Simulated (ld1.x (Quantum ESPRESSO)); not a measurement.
Before and after: TM potential for hafnium

- Element: hafnium (Hf)
- Generator: ld1.x (Quantum ESPRESSO) 7.5
- Type: norm-conserving Troullier–Martins (Kleinman–Bylander form)
- Functional: PBE
- Relativity: scalar-relativistic
- Frozen core: [Xe] 4f14
- Valence charge: 4
- Reference configuration: 5d2 6s2 6p0
- Partial waves: 6s (bound): rc 2.20 bohr; 6p (bound, empty): rc 3.00 bohr; 5d (bound): rc 2.65 bohr; 5f channel at -0.2 Ry: rc 2.40 bohr
- Local potential: all-electron potential smoothed inside 2.30 bohr (lloc = -2)
- Core correction: none

All-electron outer shells of the reference configuration (PBE, scalar-relativistic, ld1.x):

```json
{"shell": "5p", "level (eV)": "-35.57", "outermost node (bohr)": "0.60", "outermost maximum (bohr)": "1.16"}
{"shell": "4f", "level (eV)": "-16.83", "outermost node (bohr)": "–", "outermost maximum (bohr)": "0.45"}
{"shell": "6s", "level (eV)": "-5.11", "outermost node (bohr)": "1.37", "outermost maximum (bohr)": "2.89"}
{"shell": "5d", "level (eV)": "-2.69", "outermost node (bohr)": "0.67", "outermost maximum (bohr)": "1.69"}
{"shell": "6p", "level (eV)": "-1.40", "outermost node (bohr)": "1.66", "outermost maximum (bohr)": "4.05"}
```

Change: reference 5d2 6s1.5 6p0.

Cutoffs: the cutoffs (Ry, on a coarse ladder) from which the occupation-weighted sum of valence levels, in a spherical-Bessel basis at the reference potential, stays within 10 and 1 mRy of its value at 400 Ry; they do not see the model core or the augmentation charge, which bear on the density cutoff. Errors are all-electron minus pseudo energies relative to the spin-unpolarised reference configuration.

Task: What does the change do?

Result: The potential gets neither clearly harder nor softer (21 Ry and 30 Ry → 21 Ry and 30 Ry); both files keep a bound ghost (f); the range in which the f phases agree narrows (upper end 3.1 → 1.0).

| quantity | base | changed |
| --- | --- | --- |
| cutoff, loose | 21 Ry | 21 Ry |
| cutoff, tight | 30 Ry | 30 Ry |
| loose cutoff by channel (10 mRy a level) | s 10 Ry, d 18 Ry | s 12 Ry, d 18 Ry |
| bound ghosts | f | f |
| largest error over its own tests, meV | +304 | +164 |
| s: phases at 3.25 bohr within 0.05 rad from the reference energy up to (Ry; the scan ends near 5) | 0.1 | -0.1 |
| p: phases at 3.25 bohr within 0.05 rad from the reference energy up to (Ry; the scan ends near 5) | 0.2 | 0.0 |
| d: phases at 3.25 bohr within 0.05 rad from the reference energy up to (Ry; the scan ends near 5) | 1.5 | 1.2 |
| f: phases at 3.25 bohr within 0.05 rad from the reference energy up to (Ry; the scan ends near 5) | 3.1 | 1.0 |

 A true bound ghost makes a file unfit for plane-wave use even where its test errors are small: the radial tests pick states by their node count and pass the ghost by.
